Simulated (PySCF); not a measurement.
**TDDFT excited states: C5H10Sn**

Species: Sn(CCH)Me3, C5H10Sn.
SMILES: `C#[C][Sn]([CH3])([CH3])[CH3]`

Computed, not measured: PySCF, TDDFT B3LYP/def2-SVPD, vertical, gas phase, core orbitals frozen in the response, def2 core potentials past Kr. Geometry: PBE0-D3(BJ)/def2-SVP; no solvent, vibrations or thermal averaging. Spin–orbit coupling is left out.

| state | E (eV) | E (hartree) | f | main configurations (H = HOMO, L = LUMO) |
| --- | --- | --- | --- | --- |
| S1 | 6.08 | 0.2236 | 0.0000 | H-1/H→L+1/L+2 (≥73%) |
| S2 | 6.23 | 0.2291 | 0.0051 | H-1/H→L+1/L+2 (≥86%) |
| S3 | 6.24 | 0.2291 | 0.0051 | H-1/H→L+1/L+2 (≥85%) |
| S4 | 6.52 | 0.2395 | 0.073 | H-1/H→L (98%) |
| S5 | 6.52 | 0.2395 | 0.074 | H-1/H→L (98%) |
| S6 | 7.19 | 0.2643 | 0.261 | H-1/H→L+1/L+2 (≥62%) |
| S7 | 7.23 | 0.2656 | 0.019 | H-3/H-2→L (≥93%) |
| S8 | 7.23 | 0.2657 | 0.019 | H-3/H-2→L (≥93%) |
| S9 | 7.24 | 0.2661 | 0.0001 | H-3/H-2→L+1/L+2 (≥63%) |

Triplets (Tamm–Dancoff): T1 5.03 eV, H-1/H→L+1/L+2 (≥57%); T2 5.47 eV, H-1/H→L+1/L+2 (≥71%); T3 5.47 eV, H-1/H→L+1/L+2 (≥71%).

The lowest singlet lies at 6.08 eV (204 nm, ultraviolet) and is dark (f under 0.0005); its leading configuration is HOMO-1/HOMO→LUMO+1/LUMO+2 (≥73%). The strongest level in the table is S6 at 7.19 eV (172 nm, f = 0.261). S2/S3, S4/S5 and S7/S8 lie within about 0.01 eV of each other in each set. Löwdin shares by element: HOMO (one of a set within 0.03 eV) carbon 74% or more, tin 8% (atoms not listed hold the other 19%); LUMO tin 34%, carbon 25% or more (atoms not listed hold the other 41%). The listed states span 1.16 eV, and the widest gap between neighbours is 0.67 eV (S5 to S6). Orbital energies (eV): HOMO-3 -8.14, HOMO-2 -8.14, HOMO-1 -7.35, HOMO -7.34, LUMO -0.13, LUMO+1 0.19, LUMO+2 0.19. Of the 9 states listed, 5 reach f = 0.01 and 2 stay under 0.0005. All these states lie below the vertical ionisation energy of 9.28 eV (ΔSCF). Orbitals of the list HOMO-3 to LUMO+2 that lie within 0.01 eV of each other are written together with a slash and their weights summed (≥ marks a lower bound); for degenerate orbitals outside that list single weights are arbitrary. Only the lowest 10 singlets were computed, as vertical energies without vibronic structure. The highest level found (7.36 eV, f 0.045 so far) is left out, since the window may have cut off a degenerate partner.

Time: 7.9 min wall (with the writing of density and orbital grids); peak memory 1.0 GiB. Hardware: an Intel Xeon at 2.50 GHz with one thread, shared host with 64 logical CPUs at a one-minute load of 63.
